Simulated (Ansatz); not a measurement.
Ansatz (an electronic-structure program) input (HF/6-31G*):

Ansatz 0.2 input:
```yaml
crystal:
  periodic: [false, false, false]
  atoms:
    - {symbol: F, position_ang: [2.05959043, -1.30313743, -0.13312328]}
    - {symbol: Si, position_ang: [1.42112138, 0.13899723, 0.16110110]}
    - {symbol: Si, position_ang: [-0.87092604, 0.09024796, -0.30334557]}
    - {symbol: F, position_ang: [-1.38051400, 1.59309317, -0.22327353]}
    - {symbol: F, position_ang: [-1.62882695, -0.72059796, 0.83062996]}
    - {symbol: H, position_ang: [2.12028997, 1.13242119, -0.67830997]}
    - {symbol: H, position_ang: [-1.27526985, -0.46607402, -1.59836552]}
basis:
  gaussian:
    orbitals: 6-31G*
hamiltonian:
  xc: {name: HF}
magnetization: {spin_polarized: true, initial_magnetization: 1}
phonons: {temperatures: {t_min: 298.15, t_max: 298.15, t_step: 100}}
```

Output:

```
Functional definition: HF
integrals: 0.03 GiB planned
822 factors; integrals over basis functions are off by at most 4.4e-4 eV
mean field: 0.44 GiB planned
mean field evaluation 1: about -23873.3126 eV, gradient 2.8e1 eV
mean field evaluation 2: about -23873.3782 eV, gradient 2.9e1 eV
mean field evaluation 4: about -23876.7548 eV, gradient 2.1e0 eV
mean field evaluation 8: about -23876.8294 eV, gradient 3.2e-1 eV
mean field -23876.83218542 eV, -877.4573985159 hartree, gradient 1.3e-5 eV, S^2 0.755459; 0 other end points of the search recorded, 0 dependent functions left out
the calculation of the forces begins
reference -23876.83218542 eV, -877.4573985159 hartree; 29, 28 occupied and 58, 59 virtual orbitals, 822 factors
these checks for a lower state are left out or cut short: stability, starts, cluster_reference, orbital_swaps, neighbouring_geometries, increment
integrals: 0.03 GiB planned
822 factors; integrals over basis functions are off by at most 4.4e-4 eV
mean field: 0.44 GiB planned
mean field evaluation 16: about -23876.8321 eV, gradient 5.6e-2 eV
mean field -23876.83216104 eV, -877.4573976200 hartree, gradient 1.4e-6 eV, S^2 0.755461; 0 other end points of the search recorded, 0 dependent functions left out
the calculation of the forces begins
reference -23876.83216104 eV, -877.4573976200 hartree; 29, 28 occupied and 58, 59 virtual orbitals, 822 factors
these checks for a lower state are left out or cut short: stability, starts, cluster_reference, orbital_swaps, neighbouring_geometries, increment
integrals: 0.03 GiB planned
822 factors; integrals over basis functions are off by at most 4.4e-4 eV
mean field: 0.44 GiB planned
mean field -23876.83216131 eV, -877.4573976299 hartree, gradient 2.9e-6 eV, S^2 0.755457; 0 other end points of the search recorded, 0 dependent functions left out
the calculation of the forces begins
reference -23876.83216131 eV, -877.4573976299 hartree; 29, 28 occupied and 58, 59 virtual orbitals, 822 factors
these checks for a lower state are left out or cut short: stability, starts, cluster_reference, orbital_swaps, neighbouring_geometries, increment
integrals: 0.03 GiB planned
822 factors; integrals over basis functions are off by at most 4.4e-4 eV
mean field: 0.44 GiB planned
mean field evaluation 32: about -23876.8321 eV, gradient 2.1e-6 eV
mean field -23876.83209218 eV, -877.4573950896 hartree, gradient 2.1e-6 eV, S^2 0.755462; 0 other end points of the search recorded, 0 dependent functions left out
the calculation of the forces begins
reference -23876.83209218 eV, -877.4573950896 hartree; 29, 28 occupied and 58, 59 virtual orbitals, 822 factors
these checks for a lower state are left out or cut short: stability, starts, cluster_reference, orbital_swaps, neighbouring_geometries, increment
integrals: 0.03 GiB planned
822 factors; integrals over basis functions are off by at most 4.4e-4 eV
mean field: 0.44 GiB planned
mean field -23876.83209093 eV, -877.4573950437 hartree, gradient 2.1e-6 eV, S^2 0.755456; 0 other end points of the search recorded, 0 dependent functions left out
the calculation of the forces begins
reference -23876.83209093 eV, -877.4573950437 hartree; 29, 28 occupied and 58, 59 virtual orbitals, 822 factors
these checks for a lower state are left out or cut short: stability, starts, cluster_reference, orbital_swaps, neighbouring_geometries, increment
integrals: 0.03 GiB planned
822 factors; integrals over basis functions are off by at most 4.4e-4 eV
mean field: 0.44 GiB planned
mean field -23876.83217819 eV, -877.4573982502 hartree, gradient 1.6e-6 eV, S^2 0.755459; 0 other end points of the search recorded, 0 dependent functions left out
the calculation of the forces begins
reference -23876.83217819 eV, -877.4573982502 hartree; 29, 28 occupied and 58, 59 virtual orbitals, 822 factors
these checks for a lower state are left out or cut short: stability, starts, cluster_reference, orbital_swaps, neighbouring_geometries, increment
integrals: 0.03 GiB planned
822 factors; integrals over basis functions are off by at most 4.4e-4 eV
mean field: 0.44 GiB planned
mean field -23876.83217858 eV, -877.4573982648 hartree, gradient 1.7e-6 eV, S^2 0.755459; 0 other end points of the search recorded, 0 dependent functions left out
the calculation of the forces begins
reference -23876.83217858 eV, -877.4573982648 hartree; 29, 28 occupied and 58, 59 virtual orbitals, 822 factors
these checks for a lower state are left out or cut short: stability, starts, cluster_reference, orbital_swaps, neighbouring_geometries, increment
integrals: 0.03 GiB planned
822 factors; integrals over basis functions are off by at most 4.4e-4 eV
mean field: 0.44 GiB planned
mean field -23876.83210036 eV, -877.4573953902 hartree, gradient 2.6e-6 eV, S^2 0.755447; 0 other end points of the search recorded, 0 dependent functions left out
[...]
mean field evaluation 192: about -23876.8321 eV, gradient 1.2e-4 eV
mean field -23876.83211905 eV, -877.4573960772 hartree, gradient 2.2e-6 eV, S^2 0.755462; 0 other end points of the search recorded, 0 dependent functions left out
the calculation of the forces begins
reference -23876.83211905 eV, -877.4573960772 hartree; 29, 28 occupied and 58, 59 virtual orbitals, 822 factors
these checks for a lower state are left out or cut short: stability, starts, cluster_reference, orbital_swaps, neighbouring_geometries, increment
integrals: 0.03 GiB planned
822 factors; integrals over basis functions are off by at most 4.4e-4 eV
mean field: 0.44 GiB planned
mean field -23876.83216635 eV, -877.4573978152 hartree, gradient 1.8e-6 eV, S^2 0.755463; 0 other end points of the search recorded, 0 dependent functions left out
the calculation of the forces begins
reference -23876.83216635 eV, -877.4573978152 hartree; 29, 28 occupied and 58, 59 virtual orbitals, 822 factors
these checks for a lower state are left out or cut short: stability, starts, cluster_reference, orbital_swaps, neighbouring_geometries, increment
integrals: 0.03 GiB planned
822 factors; integrals over basis functions are off by at most 4.4e-4 eV
mean field: 0.44 GiB planned
mean field -23876.83216529 eV, -877.4573977761 hartree, gradient 1.8e-6 eV, S^2 0.755455; 0 other end points of the search recorded, 0 dependent functions left out
the calculation of the forces begins
reference -23876.83216529 eV, -877.4573977761 hartree; 29, 28 occupied and 58, 59 virtual orbitals, 822 factors
these checks for a lower state are left out or cut short: stability, starts, cluster_reference, orbital_swaps, neighbouring_geometries, increment
integrals: 0.03 GiB planned
822 factors; integrals over basis functions are off by at most 4.4e-4 eV
mean field: 0.44 GiB planned
mean field -23876.83215314 eV, -877.4573973298 hartree, gradient 2.0e-6 eV, S^2 0.755458; 0 other end points of the search recorded, 0 dependent functions left out
the calculation of the forces begins
reference -23876.83215314 eV, -877.4573973298 hartree; 29, 28 occupied and 58, 59 virtual orbitals, 822 factors
these checks for a lower state are left out or cut short: stability, starts, cluster_reference, orbital_swaps, neighbouring_geometries, increment
integrals: 0.03 GiB planned
822 factors; integrals over basis functions are off by at most 4.4e-4 eV
mean field: 0.44 GiB planned
mean field -23876.83215167 eV, -877.4573972756 hartree, gradient 2.1e-6 eV, S^2 0.755460; 0 other end points of the search recorded, 0 dependent functions left out
the calculation of the forces begins
reference -23876.83215167 eV, -877.4573972756 hartree; 29, 28 occupied and 58, 59 virtual orbitals, 822 factors
these checks for a lower state are left out or cut short: stability, starts, cluster_reference, orbital_swaps, neighbouring_geometries, increment
integrals: 0.03 GiB planned
822 factors; integrals over basis functions are off by at most 4.4e-4 eV
mean field: 0.44 GiB planned
mean field evaluation 224: about -23876.8322 eV, gradient 2.4e-6 eV
mean field -23876.83216189 eV, -877.4573976515 hartree, gradient 2.4e-6 eV, S^2 0.755460; 0 other end points of the search recorded, 0 dependent functions left out
the calculation of the forces begins
reference -23876.83216189 eV, -877.4573976515 hartree; 29, 28 occupied and 58, 59 virtual orbitals, 822 factors
these checks for a lower state are left out or cut short: stability, starts, cluster_reference, orbital_swaps, neighbouring_geometries, increment
integrals: 0.03 GiB planned
822 factors; integrals over basis functions are off by at most 4.4e-4 eV
mean field: 0.44 GiB planned
mean field -23876.83216432 eV, -877.4573977405 hartree, gradient 2.3e-6 eV, S^2 0.755458; 0 other end points of the search recorded, 0 dependent functions left out
the calculation of the forces begins
reference -23876.83216432 eV, -877.4573977405 hartree; 29, 28 occupied and 58, 59 virtual orbitals, 822 factors
these checks for a lower state are left out or cut short: stability, starts, cluster_reference, orbital_swaps, neighbouring_geometries, increment
integrals: 0.03 GiB planned
822 factors; integrals over basis functions are off by at most 4.4e-4 eV
mean field: 0.44 GiB planned
mean field -23876.83217265 eV, -877.4573980466 hartree, gradient 1.2e-6 eV, S^2 0.755454; 0 other end points of the search recorded, 0 dependent functions left out
the calculation of the forces begins
reference -23876.83217265 eV, -877.4573980466 hartree; 29, 28 occupied and 58, 59 virtual orbitals, 822 factors
these checks for a lower state are left out or cut short: stability, starts, cluster_reference, orbital_swaps, neighbouring_geometries, increment
integrals: 0.03 GiB planned
822 factors; integrals over basis functions are off by at most 4.4e-4 eV
mean field: 0.44 GiB planned
mean field -23876.83217321 eV, -877.4573980675 hartree, gradient 1.2e-6 eV, S^2 0.755464; 0 other end points of the search recorded, 0 dependent functions left out
the calculation of the forces begins
reference -23876.83217321 eV, -877.4573980675 hartree; 29, 28 occupied and 58, 59 virtual orbitals, 822 factors
these checks for a lower state are left out or cut short: stability, starts, cluster_reference, orbital_swaps, neighbouring_geometries, increment
integrals: 0.03 GiB planned
822 factors; integrals over basis functions are off by at most 4.4e-4 eV
mean field: 0.44 GiB planned
mean field -23876.83216762 eV, -877.4573978618 hartree, gradient 1.0e-6 eV, S^2 0.755457; 0 other end points of the search recorded, 0 dependent functions left out
the calculation of the forces begins
reference -23876.83216762 eV, -877.4573978618 hartree; 29, 28 occupied and 58, 59 virtual orbitals, 822 factors
these checks for a lower state are left out or cut short: stability, starts, cluster_reference, orbital_swaps, neighbouring_geometries, increment
integrals: 0.03 GiB planned
822 factors; integrals over basis functions are off by at most 4.4e-4 eV
mean field: 0.44 GiB planned
mean field -23876.83216837 eV, -877.4573978895 hartree, gradient 9.6e-7 eV, S^2 0.755461; 0 other end points of the search recorded, 0 dependent functions left out
the calculation of the forces begins
reference -23876.83216837 eV, -877.4573978895 hartree; 29, 28 occupied and 58, 59 virtual orbitals, 822 factors
these checks for a lower state are left out or cut short: stability, starts, cluster_reference, orbital_swaps, neighbouring_geometries, increment
integrals: 0.03 GiB planned
822 factors; integrals over basis functions are off by at most 4.4e-4 eV
mean field: 0.44 GiB planned
mean field evaluation 256: about -23876.8321 eV, gradient 3.7e-2 eV
mean field -23876.83213127 eV, -877.4573965259 hartree, gradient 1.9e-6 eV, S^2 0.755458; 0 other end points of the search recorded, 0 dependent functions left out
the calculation of the forces begins
reference -23876.83213127 eV, -877.4573965259 hartree; 29, 28 occupied and 58, 59 virtual orbitals, 822 factors
these checks for a lower state are left out or cut short: stability, starts, cluster_reference, orbital_swaps, neighbouring_geometries, increment
integrals: 0.03 GiB planned
822 factors; integrals over basis functions are off by at most 4.4e-4 eV
mean field: 0.44 GiB planned
mean field -23876.83213103 eV, -877.4573965174 hartree, gradient 1.8e-6 eV, S^2 0.755460; 0 other end points of the search recorded, 0 dependent functions left out
the calculation of the forces begins
reference -23876.83213103 eV, -877.4573965174 hartree; 29, 28 occupied and 58, 59 virtual orbitals, 822 factors
Total energy: -23876.83218542 eV, -877.4573985159 hartree
Atom 0 at     2.059590    -1.303137    -0.133123 Å, force    -0.000049     0.000391    -0.000089 eV/Å
Atom 1 at     1.421121     0.138997     0.161101 Å, force    -0.000366    -0.000872     0.000789 eV/Å
Atom 2 at    -0.870926     0.090248    -0.303346 Å, force    -0.000168    -0.000188     0.000358 eV/Å
Atom 3 at    -1.380514     1.593093    -0.223274 Å, force    -0.000105     0.000309    -0.000042 eV/Å
Atom 4 at    -1.628827    -0.720598     0.830630 Å, force     0.000592     0.000237    -0.000618 eV/Å
Atom 5 at     2.120290     1.132421    -0.678310 Å, force     0.000214     0.000277    -0.000483 eV/Å
Atom 6 at    -1.275270    -0.466074    -1.598366 Å, force    -0.000119    -0.000154     0.000084 eV/Å
Dipole moment:     0.148057     0.138821    -0.136095 e Å
Vibrations: 49.46 125.35 224.98 236.36 353.62 488.36 637.41 854.23 884.11 912.11 918.73 965.91 1024.20 2376.69 2444.89 cm⁻¹, zero-point energy 0.774680 eV
```

The blocks after the first are displaced geometries, from whose forces the wavenumbers follow.
